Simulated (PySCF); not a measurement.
Computed with B3LYP-D3(BJ)/def2-TZVP // TPSS-D3(BJ)/def2-SVP (PySCF). All species are isolated molecules in the gas phase. B3LYP has the VWN-RPA correlation part, as in Gaussian. 

Reference species: [Ti(Br)4] (neutral, multiplicity 1).

The charge on the central atom (Mulliken) is 0.95 e and the HOMO–LUMO gap is 4.52 eV. The HOMO is -8.50 eV and the charge on the central atom (meta-Löwdin) is 1.08 e.

Changed species: [Ti(H)4] (4 of 4 Br replaced by H; the reference has 0 of 4 Br replaced by H).

Predict the effect on the charge on the central atom (Mulliken), HOMO–LUMO gap, HOMO and charge on the central atom (meta-Löwdin).

the charge on the central atom (Mulliken) falls by 0.34 e, to 0.61 e; the HOMO–LUMO gap increases by 0.88 eV, to 5.40 eV; the HOMO falls by 0.14 eV, to -8.64 eV; the charge on the central atom (meta-Löwdin) falls by 0.06 e, to 1.02 e.
